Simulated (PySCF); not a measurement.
PySCF job for H4SeSiZn, SMILES [SeH][Zn][SiH3], PBE0/pcSseg-1. Geometry optimised at B3LYP-D3(BJ)/def2-SVP. Other conformers were not sampled.

```python
import numpy as np
from pyscf import gto, scf, dft
from pyscf.prop.nmr import rks as nmr

mol = gto.M(
    atom='''
    Zn   -0.16803515   -0.29936637    0.33592761
    Se    0.57531629    1.16091748   -1.31478709
    H     1.95378122    1.05326645   -0.79064110
    Si   -0.93843445   -1.79477660    2.01547398
    H    -1.85228936   -2.83170641    1.44425000
    H    -1.68769640   -1.07527624    3.09118907
    H     0.20458736   -2.50961469    2.66349899
    ''',
    basis='pcSseg-1',
    charge=0,
    spin=0,
    max_memory=1600,
    verbose=3,
)
mf = dft.RKS(mol, xc='pbe0')
mf.grids.level = 3
mf.conv_tol = 1e-10
mf.max_cycle = 100
mf.kernel()
n = nmr.NMR(mf)
n.verbose = 2
n.max_cycle_cphf = 60
sigma = n.kernel()
print('atom   isotropic/ppm   span/ppm')
for i, s in enumerate(sigma):
    w = np.linalg.eigvalsh((s + s.T) / 2)
    print(f'{mol.atom_symbol(i):2s}{i + 1:3d} {w.mean():14.3f} {w[2] - w[0]:11.3f}')
```

Program output:

```
converged SCF energy = -4471.76164167364
atom   isotropic/ppm   span/ppm
Zn  1       1572.400    1342.160
Se  2       2193.438     275.768
H   3         31.387      24.220
Si  4        485.411       9.562
H   5         28.094       9.562
H   6         28.099       9.647
H   7         28.135       9.348
```

The calculation finished and met its thresholds.

Cost: very roughly 40 core-seconds.
